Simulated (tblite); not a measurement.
Record of a relaxation.

Species: C6H12BN.
SMILES with atom numbers: `[NH2:1][BH:2][C:3]1([CH:4]2[CH2:5][CH2:6]2)[CH2:7][CH2:8]1` (hydrogens: H9, H10 on N1; H11 on B2; H12 on C4; H13, H14 on C5; H15, H16 on C6; H17, H18 on C7; H19, H20 on C8)

Computed with GFN2-xTB (tblite), gas phase: L-BFGS steps from a force-field or distance-geometry start until the largest atomic force falls under 0.01 eV/Å. 4 of its 89 geometries are shown.

Step 0: E = -626.9042 eV, largest atomic force 2.921 eV/Å
```
atom  x, y, z in Å  |  force x, y, z in eV/Å
N1      1.941   -1.310    1.296   -0.606  -0.637  -2.537
B2      1.825   -0.511   -0.026   -0.433  -2.340   1.693
C3      0.453    0.206   -0.346    0.342   0.258   0.100
C4     -0.770   -0.628   -0.120    0.464  -0.665   0.652
C5     -2.161   -0.162   -0.348   -1.379  -1.022  -0.753
C6     -1.689   -0.294    1.055    0.900   0.247   0.666
C7      0.548    1.215   -1.448    1.187   0.936  -0.318
C8      0.409    1.694   -0.015   -0.057  -0.006  -0.272
H9      1.204   -2.069    1.184    1.036   1.468   0.757
H10     2.842   -1.813    1.333   -0.621   0.402   0.108
H11     2.525   -0.912   -0.888    0.339   0.812   0.100
H12    -0.548   -1.730   -0.237   -0.447   1.208  -0.060
H13    -2.871   -0.980   -0.652    0.581   1.104  -0.031
H14    -2.362    0.819   -0.811    0.135  -0.693   0.493
H15    -1.915   -1.170    1.680   -0.412   0.732  -0.365
H16    -1.507    0.645    1.627   -0.044  -1.021  -0.480
H17     1.572    1.386   -1.881   -1.154  -0.362   0.212
H18    -0.251    1.377   -2.182    0.286  -0.060   0.594
H19    -0.540    2.204    0.214    0.624  -0.484   0.142
H20     1.287    2.043    0.562   -0.741   0.123  -0.700
```

Step 29: E = -628.5104 eV, largest atomic force 0.114 eV/Å
```
atom  x, y, z in Å  |  force x, y, z in eV/Å
N1      1.903   -1.500    1.017    0.045   0.015  -0.065
B2      1.856   -0.583   -0.015    0.019   0.002   0.018
C3      0.507    0.162   -0.335   -0.031  -0.089  -0.046
C4     -0.740   -0.657   -0.097   -0.064   0.042  -0.039
C5     -2.127   -0.140   -0.349    0.021   0.024  -0.022
C6     -1.663   -0.377    1.054    0.014   0.015   0.011
C7      0.494    1.164   -1.469   -0.035  -0.087  -0.016
C8      0.470    1.651   -0.064   -0.034  -0.028   0.003
H9      1.108   -1.693    1.605    0.049  -0.057  -0.017
H10     2.723   -2.033    1.259   -0.085   0.041   0.050
H11     2.819   -0.368   -0.645    0.100  -0.026   0.047
H12    -0.591   -1.708   -0.336    0.005   0.079  -0.002
H13    -2.861   -0.812   -0.770    0.035  -0.019   0.003
H14    -2.254    0.879   -0.682    0.001   0.037   0.031
H15    -2.091   -1.197    1.610    0.016  -0.049   0.002
H16    -1.450    0.490    1.659   -0.006   0.016   0.072
H17     1.391    1.296   -2.054    0.019  -0.016   0.027
H18    -0.414    1.244   -2.046   -0.035   0.043  -0.066
H19    -0.443    2.085    0.310   -0.064   0.046   0.023
H20     1.358    2.109    0.345    0.030   0.013  -0.014
```

Step 59: E = -628.5576 eV, largest atomic force 0.044 eV/Å
```
atom  x, y, z in Å  |  force x, y, z in eV/Å
N1      1.836   -1.531    1.017   -0.005  -0.015   0.007
B2      1.848   -0.488    0.113   -0.006   0.003  -0.012
C3      0.498    0.161   -0.365    0.003   0.021  -0.009
C4     -0.764   -0.632   -0.151    0.011   0.018  -0.015
C5     -2.139   -0.037   -0.218   -0.015   0.001   0.032
C6     -1.582   -0.484    1.100    0.037  -0.018   0.004
C7      0.525    1.074   -1.571   -0.010   0.026  -0.006
C8      0.445    1.669   -0.208    0.002   0.012  -0.005
H9      0.986   -1.927    1.382   -0.010  -0.011   0.021
H10     2.664   -1.954    1.399   -0.003  -0.036  -0.003
H11     2.881   -0.069   -0.254    0.000  -0.005   0.011
H12    -0.687   -1.641   -0.548    0.035   0.005   0.015
H13    -2.926   -0.626   -0.668    0.007  -0.007   0.007
H14    -2.254    1.021   -0.393    0.005   0.002   0.002
H15    -1.993   -1.366    1.569   -0.019   0.009  -0.014
H16    -1.282    0.279    1.804   -0.008   0.005  -0.007
H17     1.446    1.169   -2.126   -0.011   0.007   0.020
H18    -0.361    1.105   -2.189    0.000   0.000   0.004
H19    -0.473    2.138    0.113   -0.007  -0.027  -0.034
H20     1.326    2.151    0.190   -0.007   0.012  -0.016
```

Step 88: E = -628.5626 eV, largest atomic force 0.009 eV/Å
```
atom  x, y, z in Å  |  force x, y, z in eV/Å
N1      1.796   -1.555    1.003   -0.008  -0.002   0.003
B2      1.841   -0.469    0.151   -0.002  -0.001   0.001
C3      0.505    0.190   -0.356   -0.001   0.002   0.003
C4     -0.751   -0.614   -0.151   -0.003   0.003  -0.003
C5     -2.134   -0.034   -0.179   -0.001  -0.001   0.001
C6     -1.548   -0.503    1.118    0.001  -0.001   0.001
C7      0.546    1.068   -1.591    0.001   0.002   0.000
C8      0.426    1.700   -0.249    0.002  -0.002   0.002
H9      0.932   -1.956    1.332    0.006   0.000  -0.005
H10     2.608   -2.014    1.379   -0.001   0.002  -0.002
H11     2.887   -0.041   -0.165    0.002   0.002   0.002
H12    -0.665   -1.612   -0.572    0.003   0.000   0.004
H13    -2.920   -0.625   -0.628   -0.002   0.000   0.001
H14    -2.266    1.026   -0.328    0.000  -0.003  -0.008
H15    -1.948   -1.398    1.573    0.002  -0.003   0.002
H16    -1.244    0.248    1.831   -0.002   0.000   0.005
H17     1.479    1.161   -2.125    0.002   0.002  -0.002
H18    -0.326    1.064   -2.229   -0.003   0.002   0.002
H19    -0.510    2.157    0.032    0.004   0.002  -0.004
H20     1.287    2.215    0.152    0.002  -0.003  -0.002
```

Task: Summarise the path.

Result: The energy falls by 38.24 kcal/mol from step 0 to step 88; nine tenths of that is first reached at step 13. It falls at every step. The largest force goes from 2.921 to 0.009 eV/Å. Among the bonds N1–B2 changes most, from 1.549 to 1.381 Å; the atoms move by 0.411 Å rms after alignment.

Task: Follow the three bonds and two angles with the largest change from start to end.

Result: 
| step | E above end (kcal/mol) | largest force (eV/Å) | N1–B2 (Å) | N1–H9 (Å) | C7–H17 (Å) | B2–N1–H9 (°) | B2–N1–H10 (°) |
| --- | --- | --- | --- | --- | --- | --- | --- |
| 0 | 38.24 | 2.921 | 1.549 | 1.064 | 1.125 | 103.1 | 110.3 |
| 4 | 17.26 | 0.962 | 1.405 | 1.009 | 1.083 | 112.4 | 120.2 |
| 8 | 7.15 | 0.585 | 1.389 | 1.009 | 1.085 | 126.5 | 120.4 |
| 11 | 4.74 | 0.405 | 1.385 | 1.004 | 1.081 | 126.3 | 121.1 |
| 15 | 2.68 | 0.282 | 1.381 | 1.004 | 1.079 | 122.0 | 123.5 |
| 19 | 1.93 | 0.138 | 1.381 | 1.006 | 1.080 | 122.6 | 123.6 |
| 23 | 1.68 | 0.133 | 1.380 | 1.007 | 1.080 | 123.8 | 124.2 |
| 27 | 1.34 | 0.141 | 1.379 | 1.006 | 1.080 | 123.0 | 123.5 |
| 31 | 1.10 | 0.115 | 1.381 | 1.008 | 1.080 | 122.2 | 124.6 |
| 34 | 1.00 | 0.084 | 1.380 | 1.006 | 1.079 | 122.8 | 124.7 |
| 38 | 0.89 | 0.088 | 1.383 | 1.008 | 1.077 | 123.1 | 124.0 |
| 42 | 0.76 | 0.094 | 1.380 | 1.007 | 1.080 | 122.9 | 124.0 |
| 46 | 0.64 | 0.111 | 1.382 | 1.006 | 1.079 | 123.0 | 124.0 |
| 50 | 0.39 | 0.087 | 1.382 | 1.007 | 1.080 | 122.2 | 125.0 |
| 54 | 0.23 | 0.097 | 1.381 | 1.008 | 1.078 | 122.7 | 124.8 |
| 57 | 0.14 | 0.067 | 1.382 | 1.007 | 1.080 | 122.8 | 124.2 |
| 61 | 0.10 | 0.041 | 1.380 | 1.007 | 1.079 | 122.8 | 124.0 |
| 65 | 0.07 | 0.044 | 1.381 | 1.006 | 1.079 | 123.2 | 123.9 |
| 69 | 0.05 | 0.035 | 1.381 | 1.006 | 1.079 | 123.3 | 123.9 |
| 73 | 0.03 | 0.030 | 1.382 | 1.007 | 1.080 | 123.2 | 123.9 |
| 77 | 0.01 | 0.023 | 1.381 | 1.007 | 1.079 | 123.2 | 124.0 |
| 80 | 0.01 | 0.016 | 1.381 | 1.007 | 1.079 | 123.1 | 124.0 |
| 84 | 0.00 | 0.016 | 1.381 | 1.006 | 1.079 | 123.0 | 124.1 |
| 88 | 0.00 | 0.009 | 1.381 | 1.007 | 1.079 | 122.9 | 124.2 |

What follows is the cost of the whole relaxation. The run took 0.94 s of wall time on Arm Neoverse N1, one thread, shared host with 64 logical CPUs at a one-minute load of 54.
